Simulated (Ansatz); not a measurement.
A structure relaxed at PBE-D4/def2-SVPD in Ansatz, charge -1, doublet:

Cartesian coordinates in Å:
```
Si 1.039 0.712 -0.727
Si 0.816 -1.518 0.599
Si -1.329 -0.436 -0.398
Si 0.496 -1.522 -1.749
Si -0.204 1.415 3.464
Si -0.165 0.733 1.353
Ge -0.652 0.617 -2.543
```

(1) Give its formula and point group.

(2) Summarise the bond lengths by kind (pairs closer than 1.2 times the sum of covalent radii, bridged metal pairs left out).

## Answers

(1) Si6Ge⁻. Point group Cs (tolerance 0.1 Å).

(2) 10 × Si–Si 2.22 to 2.65 Å; 3 × Ge–Si 2.48 to 2.55 Å.

The relaxation made no stability test and no search for a lower SCF solution. Another isomer (doublet) lies 0.96 eV lower at PBE0-D4/def2-TZVPD; other spin states weren't run for this one.
